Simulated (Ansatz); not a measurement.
AlFH3NSi, SMILES `[F][Al]1[NH][SiH2]1` at its PBE0-D4/def2-TZVP geometry, where that method's forces vanish. Total charge 0; spin multiplicity 1.

```tsv
atom	x (Å)	y (Å)	z (Å)
F1	1.952	0.174	-2.342
Al2	0.945	-0.078	-1.069
N3	-0.193	0.880	-0.124
Si4	-0.370	-0.679	0.700
H5	-0.659	1.754	0.072
H6	0.039	-0.727	2.134
H7	-1.714	-1.323	0.628
```

**Question.** For each bond, give half the difference of the two atoms' forces along it (eV/Å; positive pushes the atoms apart) under PBE-D4, r2SCAN-D4, B3LYP-D4, ωB97M-V in def2-TZVPP. (Best estimate.)

**Answer.** Computed: 
```tsv
bond	length (Å)	PBE-D4	r2SCAN-D4	B3LYP-D4	ωB97M-V
F1–Al2	1.642	0.36	0.04	0.11	0.14
Al2–N3	1.763	0.03	-0.01	0.01	-0.01
Al2–Si4	2.285	0.00	0.03	0.09	-0.01
N3–Si4	1.772	0.25	0.09	0.14	0.09
N3–H5	1.009	0.13	0.02	-0.03	-0.07
Si4–H6	1.492	0.02	-0.03	-0.11	-0.13
Si4–H7	1.492	0.02	-0.03	-0.11	-0.13
```

B3LYP here is the variant with VWN-RPA as its local correlation; programs differ in this.
